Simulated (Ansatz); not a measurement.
The cluster As3S3. Charge 0, multiplicity 2. Geometry PBE0-D4/def2-SVP; atoms count from 1.

```
atom   x (Å)   y (Å)   z (Å)
 As1   0.407  -0.310  -1.721
 As2  -1.713   0.067  -0.535
 As3   0.997  -0.036   1.794
  S4  -1.174  -0.467   1.589
  S5  -0.289   1.735  -1.068
  S6   1.771  -0.990  -0.059
```

The structure comes from a short search, and lower isomers may exist.

**Question.** Estimate the Mulliken populations from the PBE0/def2-TZVP orbitals of Ansatz.

**Answer.** 
| atom | charge (e) | spin (α − β) |
| --- | --- | --- |
| As1 | 0.27 | 0.04 |
| As2 | 0.27 | 0.04 |
| As3 | 0.26 | 0.80 |
| S4 | -0.28 | 0.05 |
| S5 | -0.25 | 0.02 |
| S6 | -0.28 | 0.05 |
Mulliken values depend strongly on the basis.

**Question.** Where does the spin sit?

**Answer.** Summed by element: As 0.87, S 0.13, of 1 unpaired in all. Largest on single atoms: As3 0.80, S6 0.05, S4 0.05.

**Question.** And the Mayer bond orders between heavy atoms (over 0.3)?

**Answer.** As1–As2 0.92 (2.46 Å); As1–S5 1.07 (2.26 Å); As1–S6 1.04 (2.25 Å); As2–S4 1.04 (2.25 Å); As2–S5 1.07 (2.26 Å); As3–S4 1.14 (2.22 Å); As3–S6 1.14 (2.22 Å).
